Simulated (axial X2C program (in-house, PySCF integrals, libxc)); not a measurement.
NaI: bond constants with and without spin–orbit coupling

All values were computed with an in-house all-electron X2C program for linear molecules (integrals from PySCF). Spin-free means the one-electron spin-free X2C Hamiltonian; two-component (2c) means X2C with spin–orbit coupling and atomic mean-field two-electron Coulomb and Gaunt terms, so the difference of the two also holds small scalar two-electron terms. Basis: I dyall-cv3z [11s12p8d4f1g], Na dyall-cv3z [9s8p5d2f] (cores contracted in-house); Gaussian nuclei, density fitting, unrestricted open shells. Masses: I 126.904 u, Na 22.990 u.

Input file and command:
```json
{"zs": [53, 11], "q": 0, "bas": ["dyall-cv3z", "dyall-cv3z"], "levels": ["PBE0", "HF", "r2SCAN"], "cc": true, "r0": 2.88, "thr": -1.0, "nmax": 90, "npts": 10, "nst": 2, "ntry": 6}
```
```bash
python so2c.py task.json out
```

Keys: zs atomic numbers; q charge; bas basis sets; levels methods; cc coupled cluster on or off; r0 starting distance in Å; thr threshold in hartree for freezing inner shells (an s shell follows its p shell); nmax most natural virtual spinors; npts points on the curve; nst determinants followed; ntry starts of the search. HF also brings MP2.

State, spin-free: M_S = 0, Λ = 0 (closed shell); electrons by block: σα: 14, σβ: 14, π+α: 7, π+β: 7, π-α: 7, π-β: 7, δ+α: 2, δ+β: 2, δ-α: 2, δ-β: 2. Fragments: I + Na.

State, 2c: Ω = 0 (closed shell); electrons by block: 1/2: 21, -1/2: 21, 3/2: 9, -3/2: 9, 5/2: 2, -5/2: 2. Fragments: I + Na.

| Hamiltonian | level | Re (Å) | ωe (cm⁻¹) | Be (cm⁻¹) | αe (cm⁻¹) | De (eV) | D0 (eV) | k (mdyn/Å) | μ (D) |
| --- | --- | --- | --- | --- | --- | --- | --- | --- | --- |
| spin-free | PBE0 | 2.713 | 258.6 | 0.1177 | 0.00066 | 3.24 | 3.22 | 0.767 | 8.92 |
| spin-free | HF | 2.754 | 252.9 | 0.1142 | 0.000619 | 2.41 | 2.39 | 0.733 | 9.73 |
| spin-free | MP2 | 2.753 | 252.2 | 0.1143 | 0.000618 | 3.28 | 3.27 | 0.729 | n/a |
| spin-free | CCSD | 2.751 | 252.5 | 0.1144 | 0.000615 | 3.18 | 3.16 | 0.731 | n/a |
| spin-free | CCSD(T) | 2.752 | 252.0 | 0.1143 | 0.000616 | 3.24 | 3.23 | 0.728 | n/a |
| 2c | PBE0 | 2.716 | 257.2 | 0.1174 | 0.000663 | 2.97 | 2.96 | 0.759 | 8.86 |
| 2c | HF | 2.756 | 251.9 | 0.114 | 0.000619 | 2.11 | 2.09 | 0.728 | 9.70 |
| 2c | MP2 | 2.755 | 251.3 | 0.1141 | 0.000619 | 3.00 | 2.99 | 0.724 | n/a |
| 2c | CCSD | 2.754 | 251.9 | 0.1142 | 0.000604 | 2.89 | 2.88 | 0.728 | n/a |
| 2c | CCSD(T) | 2.755 | 251.2 | 0.1141 | 0.000614 | 2.96 | 2.94 | 0.724 | n/a |

Correlated methods: 8 electrons correlated (number of frozen shells: I 4 s, 3 p, 2 d; Na 2 s, 1 p), 268 virtual spin orbitals or spinors in MP2, 86 natural virtuals in coupled cluster.

Dipoles are positive if Na is the positive end.

The state is one determinant whose occupation by symmetry is held fixed; it was picked as the lowest of a PBE0 search that is not exhaustive. Closed shells are restricted here (equal orbitals for both partners); the stretched side of such a curve lies too high. De is counted from the lowest determinant-based energies of the atoms at the same level, without counterpoise correction. CCSD and (T) use frozen natural virtuals with an MP2 correction for the truncation; (T) itself is uncorrected, so its De runs slightly low. Without a current term, density functionals place determinants with orbital angular momentum somewhat too high. With the outer-core shells frozen, correlated bond lengths of heavy atoms tend to come out a few hundredths of an ångström too long.

No reliable constants came from r2SCAN (2c), r2SCAN (spin-free): no minimum in range, unconverged points, a curve that is not smooth, a change of character along it, or the two Hamiltonians disagreeing along it.

Rough cost a point (2c) on 1 thread(s) of a shared host, integrals apart: PBE0 0.3 s, HF 0.21 s, CCSD(T) 1.9 s.

The whole task took 72 s on 1 thread of Intel(R) Xeon(R) Platinum 8559C (Emerald Rapids), on a shared host.
